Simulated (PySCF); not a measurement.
Geometries of 2 isomers of CH3Cl3SSi, from PBE0-D3(BJ)/def2-SVP geometry optimisation, gas phase (PySCF 2.14.0). One conformer each, no zero-point energy, no frequencies.

**Question.** Which is lower in electronic energy at this level?
A.
```xyz
9
angstrom
Si    -0.380    0.873   -1.045
S     -0.491    0.712    1.048
C      0.382   -0.877    1.258
H     -0.169   -1.692    0.770
H      0.423   -1.062    2.339
H      1.404   -0.816    0.862
Cl     1.561    0.875   -1.709
Cl    -1.290    2.621   -1.574
Cl    -1.307   -0.702   -1.976
```
B.
```xyz
9
angstrom
S      1.683   -0.080   -0.445
Si    -0.010    0.163    0.822
C     -1.601    0.483   -0.210
Cl    -2.950    0.669    0.941
Cl    -1.896   -0.934   -1.256
Cl    -1.433    1.943   -1.196
H      1.198   -1.199   -1.028
H     -0.304   -1.046    1.637
H      0.240    1.368    1.654
```

**Answer.** A. That is Si(SMe)Cl3, `Cl[Si](Cl)(SC)Cl`, 108.2 kcal/mol below the other.

```
            SMILES                    atoms numbered as above       E (Eh)  relative (kcal/mol)  relative (kJ/mol)  dipole (D)
  CS[Si](Cl)(Cl)Cl                                          –  -2106.95659                  0.0                0.0        1.98
S[SiH2]C(Cl)(Cl)Cl  [SH:1][SiH2:2][C:3]([Cl:4])([Cl:5])[Cl:6]  -2106.78416                108.2              452.7        1.00
```
